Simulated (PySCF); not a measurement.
# Bromine: a sound run and one with changed settings

Sound run: Br²⁺ [Ar] 3d10 4s2 4p3, Br³⁺ [Ar] 3d10 4s2 4p2. All numbers are calculated (PySCF 2.14, scalar relativity through the core potential, in aug-cc-pVDZ-PP with ECP10MDF). In the sound run the correlated levels freeze 3s2 3p6 3d10 outside the core potential. The sound run starts from symmetry-adapted Hartree-Fock orbitals and uses a fine grid where one is needed.

Changed run: a valence shell is frozen. This setting is unsound on purpose.

```
species   method  sound run (hartree)  changed run (hartree)  converged
   Br²⁺      MP2           -414.39735             -414.35284        yes
   Br²⁺  CCSD(T)           -414.41259             -414.35731        yes
   Br³⁺      MP2           -413.11171             -413.07106        yes
   Br³⁺  CCSD(T)           -413.12861             -413.07280        yes
```

Ionisation energy of Br²⁺:

```
 method  sound run (eV)  changed run (eV)
    UHF          34.625            34.625
    MP2          34.984            34.879
SCS-MP2          34.861            34.710
   CCSD          34.935            34.953
CCSD(T)          34.939            34.953
```

Freezing a valence shell removes pair correlation that changes on ionisation.

For comparison, NIST gives 34.871 ± 0.019 eV between the lowest levels.
